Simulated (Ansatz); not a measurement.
Job for Ansatz (a first-principles code): U-CCSD(T)/def2-TZVPP on SnO, a point of a bond scan (R = 2.198 Å). Elements past Kr take the def2 small-core potentials; no spin–orbit coupling. The run froze 10 orbitals, filled d shells among them.

Ansatz 0.2 input:
```yaml
crystal:
  periodic: [false, false, false]
  atoms:
    - {symbol: Sn, position_ang: [-0.00000000, -0.00000000, -0.25265494]}
    - {symbol: O, position_ang: [0.00000000, 0.00000000, 1.94544300]}
basis:
  gaussian:
    orbitals: def2-TZVPP
correlation: {method: ccsd_t, electrons: outside_noble_gas}
scf: {omitted_lower_state_checks: [cluster_reference]}
magnetization: {spin_polarized: true, initial_magnetization: 0}
```

It printed:

```
WARN ansatz: RAYON_NUM_THREADS=1 ignored (pool sized by the plan → 1); use --threads N
Functional definition: HF
these checks for a lower state are left out or cut short: cluster_reference
integrals: 0.10 GiB planned
684 factors; integrals over basis functions are off by at most 9.7e-4 eV
mean field: 0.19 GiB planned
mean field evaluation 1: about -7830.3822 eV, gradient 4.5e1 eV
mean field evaluation 2: about -7830.3844 eV, gradient 4.5e1 eV
mean field evaluation 4: about -7839.3828 eV, gradient 1.3e1 eV
mean field evaluation 8: about -7840.6251 eV, gradient 4.8e-1 eV
mean field evaluation 16: about -7840.6381 eV, gradient 5.0e-6 eV
mean field evaluation 32: about -7841.9878 eV, gradient 6.3e0 eV
mean field evaluation 64: about -7840.2908 eV, gradient 1.3e1 eV
mean field evaluation 96: about -7840.6381 eV, gradient 8.9e-7 eV
mean field evaluation 128: about -7827.9045 eV, gradient 3.9e1 eV
mean field evaluation 160: about -7841.9545 eV, gradient 6.4e-6 eV
mean field evaluation 192: about -7841.0704 eV, gradient 5.9e0 eV
mean field evaluation 224: about -7842.0236 eV, gradient 7.3e-1 eV
mean field evaluation 256: about -7837.8959 eV, gradient 1.4e0 eV
mean field evaluation 288: about -7841.8402 eV, gradient 5.9e0 eV
mean field evaluation 320: about -7838.8297 eV, gradient 4.3e0 eV
mean field evaluation 352: about -7840.6353 eV, gradient 3.6e-1 eV
mean field -7842.43661483 eV, -288.2042298007 hartree, gradient 1.5e-6 eV, S^2 0.974327; 23 other end points of the search recorded, 0 dependent functions left out
10 core orbitals not correlated
reference -7842.43661483 eV, -288.2042298007 hartree; 5, 5 occupied and 66, 66 virtual orbitals, 684 factors
second order -6.93798373 eV of doubles, -0.00000000 eV of singles
coupled cluster: 0.27 GiB planned
cycle   1  -7.13681991 eV  change   -2.0e-1 eV  update   1.2e-1
cycle   2  -7.40991749 eV  change   -2.7e-1 eV  update   5.3e-2
cycle   3  -7.57548047 eV  change   -1.7e-1 eV  update   5.0e-2
cycle   4  -7.61449970 eV  change   -3.9e-2 eV  update   3.8e-2
cycle   5  -7.74687038 eV  change   -1.3e-1 eV  update   3.4e-2
cycle   6  -7.92272136 eV  change   -1.8e-1 eV  update   2.5e-2
cycle   7  -7.94708936 eV  change   -2.4e-2 eV  update   1.2e-2
cycle   8  -7.96517566 eV  change   -1.8e-2 eV  update   7.0e-3
cycle   9  -8.00184809 eV  change   -3.7e-2 eV  update   4.8e-3
cycle  10  -7.98469287 eV  change    1.7e-2 eV  update   3.3e-3
cycle  11  -7.99257806 eV  change   -7.9e-3 eV  update   2.2e-3
cycle  12  -7.99812471 eV  change   -5.5e-3 eV  update   1.3e-3
cycle  13  -7.99788819 eV  change    2.4e-4 eV  update   8.0e-4
cycle  14  -7.99790788 eV  change   -2.0e-5 eV  update   4.4e-4
cycle  15  -7.99911883 eV  change   -1.2e-3 eV  update   2.0e-4
cycle  16  -7.99923280 eV  change   -1.1e-4 eV  update   1.0e-4
cycle  17  -7.99905874 eV  change    1.7e-4 eV  update   6.1e-5
cycle  18  -7.99899668 eV  change    6.2e-5 eV  update   3.8e-5
cycle  19  -7.99897510 eV  change    2.2e-5 eV  update   1.9e-5
cycle  20  -7.99897823 eV  change   -3.1e-6 eV  update   1.2e-5
cycle  21  -7.99899502 eV  change   -1.7e-5 eV  update   4.7e-6
cycle  22  -7.99899738 eV  change   -2.4e-6 eV  update   2.3e-6
coupled cluster: 0.27 GiB planned
perturbative correction -0.61657014 eV, -0.0226585346 hartree
Total energy: -7851.05218235 eV, -288.5208460672 hartree
Checks for a lower state left out: cluster_reference
```

The run converged. Its determinant has ⟨S²⟩ = 0.97, a mixture of spin states.

Cost: about 21 core-seconds (a rough figure).
